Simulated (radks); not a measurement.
Pm, 61 electrons, occupied as [Xe] 4f5 6s2 (the NIST ground configuration).

All-electron calculation, scalar-relativistic Kohn-Sham, BLYP, spin-unpolarised, spherical densities, point nucleus. Program: a radial shooting solver on a logarithmic mesh with Libxc functionals.

Energy parts (hartree):
part                       energy
total                 -10021.3479
kinetic                10689.9255
electron-nucleus      -24366.9957
Hartree                 3885.1191
exchange-correlation    -229.3968

Orbitals (lengths in bohr, moments of r in powers of bohr; <r^-3> diverges for s and p1/2):
| orbital | occ. | eigenvalue (hartree) | <r^4> | <1/r> | <r> | <r^-3> |
|---|---|---|---|---|---|---|
| 1s | 2 | -1654.822 | 1.416e-06 | 67.44 | 0.02318 | - |
| 2s | 2 | -269.0473 | 0.0002294 | 15.59 | 0.09895 | - |
| 2p | 6 | -240.2689 | 0.0001695 | 14.67 | 0.08710 | 9581 |
| 3s | 2 | -58.65493 | 0.009085 | 5.695 | 0.2605 | - |
| 3p | 6 | -49.62084 | 0.009497 | 5.375 | 0.2588 | 1966 |
| 3d | 10 | -37.23874 | 0.007712 | 5.101 | 0.2362 | 267.7 |
| 4s | 2 | -11.64949 | 0.2289 | 2.388 | 0.5928 | - |
| 4p | 6 | -8.68523 | 0.3009 | 2.198 | 0.6278 | 430.7 |
| 4d | 10 | -4.50055 | 0.4946 | 1.925 | 0.6883 | 48.46 |
| 5s | 2 | -1.52999 | 8.132 | 0.9191 | 1.440 | - |
| 5p | 6 | -0.82380 | 16.99 | 0.7702 | 1.697 | 57.01 |
| 6s | 2 | -0.12518 | 750.3 | 0.2886 | 4.357 | - |
| 4f | 5 | -0.07076 | 12.16 | 1.298 | 1.072 | 5.477 |

The highest occupied level is 4f at -1.925 eV. The density falls to 0.001 e/bohr^3 at r = 5.29 bohr.
